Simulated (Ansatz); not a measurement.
The cluster Ge₂Se⁻. Total charge -1; doublet. Geometry r2SCAN-D4/def2-TZVP, that of the neutral singlet; atoms count from 1.

Cartesian coordinates in Å:
```
Ge 0.1659 -0.0026 1.4254
Ge 1.0240 0.3371 -0.9472
Se -1.1899 -0.3345 -0.4783
```

The highest occupied level of the charge -1 doublet lies above zero (up to 0.24 eV). By energy differences its removal costs 1.44 eV (vertical, to the charge 0 singlet, at PBE0-D4/def2-TZVPD); a positive level beside a positive removal energy at the same level points to self-interaction error. The structure comes from a short search, and lower isomers may exist.

Estimate the Mulliken populations from the PBE0/def2-TZVPD orbitals of Ansatz.


| atom | charge (e) | spin (α − β) |
| --- | --- | --- |
| Ge1 | -0.24 | 0.37 |
| Ge2 | -0.24 | 0.37 |
| Se3 | -0.53 | 0.27 |
Mulliken values and Mayer orders depend strongly on the basis. With diffuse functions, as here, like atoms can get unlike values, and bond orders can come out too low or too high.

Where does the spin sit?

Summed by element: Ge 0.73, Se 0.27, of 1 unpaired in all. Largest on single atoms: Ge1 0.37, Ge2 0.37, Se3 0.27.

And the Mayer bond orders between bonded heavy atoms (over 0.3)?

Ge1–Ge2 1.39 (2.55 Å); Ge1–Se3 1.10 (2.36 Å); Ge2–Se3 1.10 (2.36 Å).
